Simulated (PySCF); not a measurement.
Start geometry of `[BH3-][P+]1(N)CCC1` from GFN2-xTB (Å):
```
atom  x, y, z in Å
B1     2.2993   -0.4458   -0.3512
P2     0.4797    0.1108   -0.0364
N3     0.2638    1.7675    0.2917
C4    -1.0074   -0.2064   -1.1051
C5    -1.8856   -0.3931    0.1437
C6    -0.7477   -0.6155    1.1542
H7     2.8597   -0.1366    0.6568
H8     2.2862   -1.6113   -0.5605
H9     2.6290    0.2152   -1.2894
H10    0.7864    2.0186    1.1275
H11    0.6453    2.3177   -0.4740
H12   -0.8858   -1.1286   -1.6722
H13   -1.3062    0.5931   -1.7801
H14   -2.6004   -1.2134    0.0778
H15   -2.4257    0.5238    0.3703
H16   -0.8575   -0.1126    2.1129
H17   -0.5401   -1.6712    1.3242
```

Question: What comes out of this run: PBE0-D3(BJ)/def2-SVP geometry optimisation, gas phase in PySCF 2.14.0?

Answer: 
```
atom  x, y, z in Å
B1     1.8209   -0.3064   -0.1639
P2     0.0375    0.2439    0.1220
N3    -0.2224    1.9058    0.4512
C4    -1.3719   -0.1607   -0.9921
C5    -2.2684   -0.3678    0.2495
C6    -1.1370   -0.5722    1.2821
H7     2.3977   -0.0019    0.8743
H8     1.7775   -1.5099   -0.3785
H9     2.1866    0.3608   -1.1256
H10    0.2846    2.1827    1.2923
H11    0.1432    2.4779   -0.3105
H12   -1.1467   -1.0997   -1.5205
H13   -1.6788    0.6000   -1.7227
H14   -2.9905   -1.1950    0.1746
H15   -2.8232    0.5537    0.4734
H16   -1.2658   -0.1250    2.2772
H17   -0.8451   -1.6275    1.3954
```

The energy falls by 0.101 eV over 5 energy and gradient evaluations, the largest force component goes from 0.0187 to 3.1e-04 Eh/bohr, and the atoms move by 0.072 Å rms after alignment. Among the bonds, B1–P2 and B1–H8 change most and about equally (-0.040 to +0.039 Å). Bonds longer at the end by more than 0.005 Å: 12 of 17; shorter: 3. Among the angles that change most is B1–P2–C6, from 128.0° to 124.7°. Rotational constants go from 4314, 2325, 2120 to 4173, 2408, 2164 MHz. The orientation of the end geometry is arbitrary; only internal coordinates are fixed.

The run used 143 basis functions and 31 SCF cycles in all. The run took 51 s of wall time on one thread, Arm Neoverse N1 (aarch64) (shared host), and the process peaked at 0.58 GiB of memory.

Stationary, but not proved a minimum. One conformer, not necessarily the lowest.
